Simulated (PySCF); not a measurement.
Ligand exchange on a metal centre used in film growth or etching (Hf Cl-OH). All species are isolated molecules in the gas phase. One relaxed conformer stands for each flexible species; it need not be the lowest.

All values below come from PBE-D3(BJ)/def2-TZVP // BP86-D3(BJ)/def2-SVP in PySCF. 

```tsv
species	mean distance from the central atom to its bonded neighbours (Å)	charge on the central atom (Mulliken) (e)
0 of 4 Cl replaced by OH ([Hf(Cl)4])	2.338	1.09
1 of 4 Cl replaced by OH	2.241	[?]
2 of 4 Cl replaced by OH	2.144	1.29
3 of 4 Cl replaced by OH	[?]	1.37
4 of 4 Cl replaced by OH	1.942	1.43
```

Task: Some entries are withheld; supply them.

Result: 
- 1 of 4 Cl replaced by OH, charge on the central atom (Mulliken) (e): 1.20
- 3 of 4 Cl replaced by OH, mean distance from the central atom to its bonded neighbours (Å): 2.045
